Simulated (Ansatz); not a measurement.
Conformers of ClGeH7N2OSi (`[NH2][GeH2][O][SiH](N)Cl`), each relaxed with PBE0-D4/def2-TZVP in Ansatz. CBS adds the triple-zeta coupled-cluster correction to the MP2 limit.

Outer-core shells of Ge are correlated without core-valence functions. Scalar relativity is left out up to krypton. Spin–orbit coupling is left out.

Not all of them had a frequency check.

Conformer A:

Z-matrix (Å, degrees):
```
Ge
O 1 1.799
N 1 1.818 2 112.1
H 1 1.532 2 107.6 3 -119.6
H 1 1.530 2 103.9 3 117.7
Si 2 1.613 1 132.3 3 77.7
H 3 1.010 1 115.0 2 63.2
H 3 1.011 1 114.4 2 -64.1
N 6 1.701 2 111.4 1 68.7
Cl 6 2.071 2 111.7 1 -47.4
H 6 1.477 2 106.8 1 -163.1
H 9 1.006 6 120.9 2 -151.8
H 9 1.007 6 121.2 2 56.5
```

Conformer B:

```xyz
13

N    -1.878   -0.593   -0.788
Ge   -0.266   -1.375   -1.102
O     0.969   -0.972    0.148
Si    1.058    0.318    1.110
N     0.718    1.744    0.224
Cl   -0.371    0.297    2.600
H    -1.834    0.417   -0.756
H    -2.350   -0.923    0.042
H     0.296   -0.846   -2.427
H    -0.411   -2.896   -1.030
H     2.366    0.261    1.793
H     1.333    2.014   -0.529
H     0.371    2.553    0.715
```

Conformer C:

Cartesian coordinates in Å:
```
N -2.804 0.074 -0.632
Ge -1.131 0.724 -0.877
O -0.050 -0.256 0.151
Si 1.541 -0.527 0.235
N 2.167 -0.711 1.799
Cl 2.473 1.113 -0.623
H -3.477 0.654 -0.159
H -3.230 -0.450 -1.377
H -0.675 0.525 -2.330
H -1.042 2.166 -0.362
H 1.907 -1.732 -0.536
H 2.173 -1.617 2.236
H 2.149 0.036 2.474
```

Task: Which is lowest in electronic energy at CCSD(T)/CBS (frozen core, def2 sets), and by how much? (An estimate is asked.)

Result: Ansatz gave: B; A lies 1.2 kJ/mol higher, C lies 10.9 kJ/mol higher. Gaps under about 2 kJ/mol don't settle the order.

Task: Give the energies relative to B (kJ/mol) with r2SCAN-D4/def2-TZVPP, PBE0-D4/def2-TZVPP, PBE0/def2-TZVPP, B3LYP/def2-TZVPP, SCS-MP2/def2-QZVPP, MP2/CBS(def2), CCSD/CBS(def2). (An estimate is asked.)

Result: Computed: 
| level | A | C |
| --- | --- | --- |
| r2SCAN-D4/def2-TZVPP | 2.5 | 13.9 |
| PBE0-D4/def2-TZVPP | 2.3 | 13.5 |
| PBE0/def2-TZVPP | 1.0 | 10.4 |
| B3LYP/def2-TZVPP | -0.4 | 8.6 |
| SCS-MP2/def2-QZVPP | 0.9 | 10.4 |
| MP2/CBS(def2) | 1.0 | 10.9 |
| CCSD/CBS(def2) | 0.4 | 9.3 |

B3LYP here is the variant with VWN-RPA as its local correlation; programs differ in this.
